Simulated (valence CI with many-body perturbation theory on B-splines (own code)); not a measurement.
The numbers below are computed, except where a source is named.
# A CI+MBPT run for Ba²³⁺

Level of theory: valence CI with perturbative core correlation (CI+MBPT): five valence electrons over a frozen Dirac-Fock core [Ar] 3d10, a basis of 9 s, 9 p, 8 d, 6 f, 3 g, 1 h functions for each j, with the one-electron correlation potential Σ1 (screened to all orders), the two-electron term Σ2, the three-electron term Σ3, Breit, model QED; selected single and double excitations, second order for the rest (own B-spline code, finite nucleus).

Command, and the settings that its task file holds:

```sh
python run_cv.py task.json out
```

```
atom Ba  Z=56  mass_number=138  rms_radius_fm=4.8378
core [Ar] 3d10
valence 4s2 4p3
avg = 1
basis = M
breit = 1
cap = 40000
capref = 1200
cscale = 1
de = 0.0
dress = 0
eps = 2e-08
h = 0.27
hh = 1
l2 = 3
lcore = 6
maxit = 60
n2 = 5
natural = 1
nlev = 45
nno = [5, 5, 5, 4, 2, 1]
nroot = 26
nsp = [4, 4, 3, 2, 1, 0]
pt2 = 1
qed = 1
rpa = 1
s1 = 1
s2 = 1
s3 = 1
screen = 1
tol = 2e-05
```

It took 4.7 min on 1 thread of Arm Neoverse V2 (shared host).

Log. The first blocks belong to the next ion, which gives the ionisation energy. Fields: 2J, parity (1 odd), roots, reference size, generating configurations, candidates as configurations/state functions, variational space P, stored matrix elements, Davidson steps; e2 is the range of second-order energies in hartree. The first line gives the box (bohr), its intervals, the orbitals and the steps of their self-consistent field. Window is the range of levels sought, series limit the energy at which the first omitted orbital would enter, core excitation an estimate of the first excitation out of the core, left out the lowest levels not solved, and shifts from estimates the range by which levels moved from their first estimate, all in cm⁻¹.

```
rmax 6.2 intervals 60 orbitals 63 references ['4s2 4p3', '4s 4p4', '4s2 4p2 4d', '4p5', '4s 4p3 4d'] scf 5 t 1.1
2J=0 par=0 roots 2 ref 22 generators 8 cand 9762/16093 P 2037/2897 nnz 9.7e+05 it 5
2J=0 par=0 roots 2 ref 22 generators 17 cand 17123/31404 P 3210/4783 nnz 1.8e+06 it 5
   second order: generators 24 cand 20220/38758 e2 -0.00003 -0.00003
reference levels 650, estimated 143, window 1295072 1/cm; series limit 4198110, core excitation 5499543
2J=3 par=1 roots 7 ref 47 generators 21 cand 31172/351029 P 1842/8000 nnz 5.7e+06 it 10
2J=3 par=1 roots 7 ref 47 generators 43 cand 47423/642966 P 6736/39990 nnz 9.7e+07 it 10
   second order: generators 68 cand 56605/885878 e2 -0.00117 -0.00016
2J=5 par=1 roots 4 ref 44 generators 18 cand 35773/471527 P 1542/7991 nnz 6.2e+06 it 8
2J=5 par=1 roots 4 ref 44 generators 35 cand 47302/782596 P 5963/39999 nnz 1e+08 it 9
   second order: generators 58 cand 54773/1146727 e2 -0.00140 -0.00035
2J=1 par=1 roots 3 ref 30 generators 16 cand 28513/186468 P 2341/7997 nnz 5.5e+06 it 11
2J=1 par=1 roots 3 ref 30 generators 34 cand 44569/342209 P 8558/35705 nnz 7e+07 it 13
   second order: generators 49 cand 49328/440122 e2 -0.00032 -0.00009
2J=5 par=0 roots 10 ref 113 generators 29 cand 42526/630216 P 1642/7990 nnz 5.8e+06 it 8
2J=5 par=0 roots 10 ref 113 generators 46 cand 51584/952045 P 6073/39998 nnz 1e+08 it 9
   second order: generators 75 cand 70225/1424731 e2 -0.00124 -0.00066
2J=3 par=0 roots 11 ref 102 generators 27 cand 41101/502797 P 1746/7995 nnz 5.6e+06 it 10
2J=3 par=0 roots 11 ref 102 generators 43 cand 48362/663816 P 6650/39986 nnz 9.7e+07 it 9
   second order: generators 71 cand 65090/1049113 e2 -0.00101 -0.00042
2J=1 par=0 roots 8 ref 62 generators 23 cand 36294/265525 P 2444/7998 nnz 5.2e+06 it 7
2J=1 par=0 roots 8 ref 62 generators 41 cand 44734/362753 P 9343/39998 nnz 8.5e+07 it 8
   second order: generators 67 cand 60700/553757 e2 -0.00027 -0.00011
2J=7 par=0 roots 5 ref 93 generators 20 cand 36818/563653 P 1493/7994 nnz 6.7e+06 it 5
2J=7 par=0 roots 5 ref 93 generators 38 cand 47693/893501 P 5277/39976 nnz 1.2e+08 it 7
   second order: generators 55 cand 63301/1212257 e2 -0.00079 -0.00057
2J=9 par=0 roots 2 ref 64 generators 11 cand 24989/387262 P 1516/7987 nnz 7.9e+06 it 5
2J=9 par=0 roots 2 ref 64 generators 25 cand 42591/710145 P 4761/35840 nnz 1.2e+08 it 6
   second order: generators 36 cand 46888/884382 e2 -0.00029 -0.00027
2J=7 par=1 roots 2 ref 33 generators 11 cand 28316/301925 P 1517/8000 nnz 6.5e+06 it 9
2J=7 par=1 roots 2 ref 33 generators 35 cand 45886/778899 P 5476/39989 nnz 1.1e+08 it 12
   second order: generators 46 cand 48743/964130 e2 -0.00103 -0.00062
2J=9 par=1 roots 2 ref 16 generators 14 cand 32851/449832 P 1400/7990 nnz 7.6e+06 it 5
2J=9 par=1 roots 2 ref 16 generators 27 cand 44342/759181 P 4809/37633 nnz 1.1e+08 it 7
   second order: generators 39 cand 54031/1127548 e2 -0.00101 -0.00036
left out: unestimated 1852339, estimated 1417568, shifts from estimates -83 to 57
operators 2.5
```

The Davidson iterations converged.

No measured spectrum was set against this ion. As an estimate, levels hold to about 250 cm⁻¹ or 0.2 % of their energy and the worst to 1 %, as in measured heavy ions of charge 2 to 7; those with d or f electrons hold less well. Among the levels kept, up to 270 cm⁻¹ of a level comes from second order outside the variational space, and about a tenth of that is noise between levels of different J, which matters for small intervals.

```yaml
Valence_energy: -158.9998 hartree
Ionisation_energy: "754.05 eV (NIST: 752 ± 4 eV (theoretical))"
Reference_configurations_for_the_orbitals: 4s2 4p3, 4s 4p4, 4s2 4p2 4d, 4p5, 4s 4p3 4d
Radial_orbitals: 63
Box_radius: 6.222 bohr
Largest_variational_space: 39999
Lowest_levels: (4s^2 4p1/2^2 4p3/2) J=3/2 0.00, (4s^2 4p1/2 4p3/2^2) J=3/2 16.89, (4s^2 4p1/2 4p3/2^2) J=5/2 20.26, (4s^2 4p1/2 4p3/2^2) J=1/2 24.65, (4s^2 4p3/2^3) J=3/2 41.86, (4s 4p1/2^2 4p3/2^2) J=5/2 71.08, (4s 4p1/2^2 4p3/2^2) J=3/2 79.42, (4s 4p1/2^2 4p3/2^2) J=1/2 80.28, (4s 4p1/2 4p3/2^3) J=3/2 [a] 90.63, (4s^2 4p1/2^2 4d3/2) J=3/2 94.10, (4s 4p1/2 4p3/2^3) J=5/2 95.74, (4s^2 4p1/2^2 4d5/2) J=5/2 99.03, (4s 4p1/2 4p3/2^3) J=1/2 100.99, (4s 4p1/2 4p3/2^3) J=3/2 [b] 102.26 eV
```

Levels are named by their leading jj configuration (3d3/2^4 stands for four electrons in 3d with j = 3/2), which in mixed levels can hold well under half, so a name can repeat and another be missing. Letters in brackets count levels of one name in rising energy.
